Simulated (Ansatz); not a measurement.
Single points on Co(NH2)2 (CoN2H4).

```yaml
crystal:
  periodic: [false, false, false]
  atoms:
    - {symbol: Co, position_ang: [0.003223, -0.003458, -0.000032]}
    - {symbol: N, position_ang: [0.006982, -0.016662, 1.816431]}
    - {symbol: H, position_ang: [0.623062, 0.520091, 2.408842]}
    - {symbol: H, position_ang: [-0.616569, -0.552442, 2.402257]}
    - {symbol: N, position_ang: [-0.001805, 0.012110, -1.816486]}
    - {symbol: H, position_ang: [0.613369, 0.555188, -2.404003]}
    - {symbol: H, position_ang: [-0.628261, -0.514838, -2.407009]}
basis:
  gaussian: {orbitals: def2-TZVP, initial_orbitals: start.molden}
magnetization: {spin_polarized: true, initial_magnetization: 3}
hamiltonian: {xc: hse06, dispersion: d4}
scf: {omitted_lower_state_checks: [starts]}
output: {orbitals: {seedname: orbitals}}
```

The file start.molden holds the orbitals of an earlier run on this structure, at another level or in another basis.

```sh
$ ansatz run in.yaml --threads 2 --pin off --events-out ev --progress --plain --max-ram 4352MiB
```

It prints (some lines left out):

```
Functional definition: HSE06
1021 factors; their error is unknown
74 factors; integrals over basis functions are off by at most 5.5e-7 eV
mean field evaluation 1: about -40663.9535 eV, gradient 3.1e-1 eV
mean field evaluation 2: about -40663.9538 eV, gradient 4.1e-4 eV
mean field evaluation 4: about -40664.0961 eV, gradient 8.0e-5 eV
mean field evaluation 8: about -40664.0961 eV, gradient 1.8e-5 eV
mean field -40664.09607273 eV, -1494.3779675584 hartree, gradient 4.8e-6 eV, S^2 3.760669; 0 other end points of the search recorded, 0 dependent functions left out
reference -40664.09611872 eV, -1494.3779692488 hartree; 24, 21 occupied and 107, 110 virtual orbitals, 1021 factors
Total energy: -40664.16473294 eV, -1494.3804907749 hartree
Checks for a lower state left out: starts
```

Run time 4.7 s (2 threads of Intel Xeon 6975P-C on a shared host).

As the first input, with `hamiltonian: {xc: {name: wB97M-V}}` (abridged; 16 s):

```
Functional definition: wB97M-V
mean field -40670.64190488 eV, -1494.6185224533 hartree, gradient 6.3e-6 eV, S^2 3.759761
Total energy: -40670.64195521 eV, -1494.6185243028 hartree
Checks for a lower state left out: starts
```

First input, but with `gaussian: {orbitals: "def2-QZVPP.json", initial_orbitals: start.molden}`, `hamiltonian: {xc: pbe0, dispersion: d4}` (abridged; 18 s):

```
Functional definition: PBE0
mean field -40665.65239212 eV, -1494.4351612413 hartree, gradient 6.8e-6 eV, S^2 3.760901
Total energy: -40665.72589441 eV, -1494.4378624006 hartree
Checks for a lower state left out: starts
```

The first input with `hamiltonian: {xc: {name: BHLYP}, dispersion: d4}` (abridged; 5 s):

```
Functional definition: BHLYP
mean field -40671.18135423 eV, -1494.6383468511 hartree, gradient 7.6e-6 eV, S^2 3.763033
Total energy: -40671.29260528 eV, -1494.6424352519 hartree
Checks for a lower state left out: starts
```

As the first input, with `hamiltonian: {xc: {text: "exchange = 0.50*pbe_x + 0.50*exact_x\ncorrelation = pbe_c"}}` (abridged; 5 s):

```
Functional definition: unnamed
mean field -40665.07305831 eV, -1494.4138711162 hartree, gradient 2.6e-6 eV, S^2 3.762678
Total energy: -40665.07308152 eV, -1494.4138719694 hartree
Checks for a lower state left out: starts
```

As the first input, with `hamiltonian: {xc: {name: LC-wPBE}}` (abridged; 4.3 s):

```
Functional definition: LC-wPBE
mean field -40667.03981445 eV, -1494.4861480713 hartree, gradient 7.4e-6 eV, S^2 3.756781
Total energy: -40667.03981445 eV, -1494.4861480716 hartree
Checks for a lower state left out: starts
```

First input, but with `gaussian: {orbitals: def2-TZVPD, initial_orbitals: start.molden}`, `hamiltonian: {xc: r2scan, dispersion: d4}` (abridged; 7.5 s):

```
Functional definition: r2SCAN
mean field -40672.38498604 eV, -1494.6825795042 hartree, gradient 7.0e-6 eV, S^2 3.759126
Total energy: -40672.40594313 eV, -1494.6833496630 hartree
Checks for a lower state left out: starts
```

Geometry: PBE0-D4/def2-TZVP.

LC-ωPBE has ω = 0.4 bohr⁻¹. HSE06 is defined as in plane-wave codes, on full-range PBE exchange.
